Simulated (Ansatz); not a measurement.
Total energies of CH$_{4}$AlBrSe, SMILES `C[Se][AlH][Br]`.

Cartesian coordinates in Å:
```
C -1.385 0.319 -0.394
Se -0.086 -0.993 -1.061
Al 1.717 -0.585 0.294
Br 1.581 1.025 1.876
H -0.964 0.891 0.429
H -1.642 0.981 -1.218
H -2.265 -0.226 -0.060
H 3.044 -1.413 0.135
```

Charge 0, multiplicity 1. Correlated methods include outer-core shells of Br, Se, which these sets cover unevenly. Scalar relativity is left out up to krypton. The geometry is a stationary point of PBE0-D4/def2-TZVP. It is one conformer, not always the lowest. Basis def2-TZVPP, the Gaussian-basis code of Ansatz.

RPA on PBE orbitals: Hartree–Fock energy of these orbitals -5254.45529 Eh, correlation -1.26368 Eh (frozen core).

```csv
functional,energy without D4 (Eh),D4 term (kJ/mol)
B97M-V,-5257.82529,–
CAM-B3LYP,-5259.00839,-18.3
```

Give the same for LDA (SPW92), PBE, revPBE, BLYP, r2SCAN, PBE0, B3LYP, r2SCANh, r2SCAN0, HSE06 (plane-wave form), BHLYP, LC-ωPBE, ωB97X-V, ωB97M-V, B2PLYP, PBE-QIDH. (Best estimate.)

Ansatz gave: 
```json
{"functional": "LDA (SPW92)", "energy without D4 (Eh)": "-5250.35730", "D4 term (kJ/mol)": "–"}
{"functional": "PBE", "energy without D4 (Eh)": "-5257.83511", "D4 term (kJ/mol)": "-20.2"}
{"functional": "revPBE", "energy without D4 (Eh)": "-5258.29246", "D4 term (kJ/mol)": "-49.9"}
{"functional": "BLYP", "energy without D4 (Eh)": "-5258.81590", "D4 term (kJ/mol)": "-42.7"}
{"functional": "r2SCAN", "energy without D4 (Eh)": "-5258.70411", "D4 term (kJ/mol)": "-4.6"}
{"functional": "PBE0", "energy without D4 (Eh)": "-5258.03509", "D4 term (kJ/mol)": "-17.4"}
{"functional": "B3LYP", "energy without D4 (Eh)": "-5258.87011", "D4 term (kJ/mol)": "-33.1"}
{"functional": "r2SCANh", "energy without D4 (Eh)": "-5258.69757", "D4 term (kJ/mol)": "-5.1"}
{"functional": "r2SCAN0", "energy without D4 (Eh)": "-5258.68906", "D4 term (kJ/mol)": "-5.7"}
{"functional": "HSE06 (plane-wave form)", "energy without D4 (Eh)": "-5258.03406", "D4 term (kJ/mol)": "-16.6"}
{"functional": "BHLYP", "energy without D4 (Eh)": "-5258.73631", "D4 term (kJ/mol)": "-30.0"}
{"functional": "LC-ωPBE", "energy without D4 (Eh)": "-5257.98693", "D4 term (kJ/mol)": "–"}
{"functional": "ωB97X-V", "energy without D4 (Eh)": "-5258.27309", "D4 term (kJ/mol)": "–"}
{"functional": "ωB97M-V", "energy without D4 (Eh)": "-5258.45967", "D4 term (kJ/mol)": "–"}
{"functional": "B2PLYP", "energy without D4 (Eh)": "-5257.86377", "D4 term (kJ/mol)": "–"}
{"functional": "PBE-QIDH", "energy without D4 (Eh)": "-5257.31824", "D4 term (kJ/mol)": "–"}
```

B3LYP takes the VWN-RPA correlation (the form of Gaussian; ORCA's B3LYP/G). HSE06 is the plane-wave form, built on full-range PBE exchange. The double hybrids freeze the cores in their second-order part.

LC-ωPBE has ω = 0.4 bohr⁻¹.
